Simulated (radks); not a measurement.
Question: Neutral carbon, 6 electrons, occupied as [He] 2s2 2p(up 2, down 0) (the NIST ground configuration). Calculated with a radial shooting solver on a logarithmic mesh with Libxc functionals: non-relativistic Kohn-Sham, PBE, spin-polarised, spherical densities, point nucleus. Some entries of the table are withheld. Estimate them.

orbital,occ.,eigenvalue (hartree),<1/r> (bohr^-1)
1s up,1,(1),5.638
1s down,1,(2),5.647
2s up,1,-0.53763,0.9291
2s down,1,-0.43625,0.9026
2p up,2,(3),(4)
2p down,0,(5),(6)

Answer: 
(1) 1s up eigenvalue (hartree): -10.03342
(2) 1s down eigenvalue (hartree): -10.00362
(3) 2p up eigenvalue (hartree): -0.22412
(4) 2p up <1/r> (bohr^-1): 0.7838
(5) 2p down eigenvalue (hartree): -0.13271
(6) 2p down <1/r> (bohr^-1): 0.7327
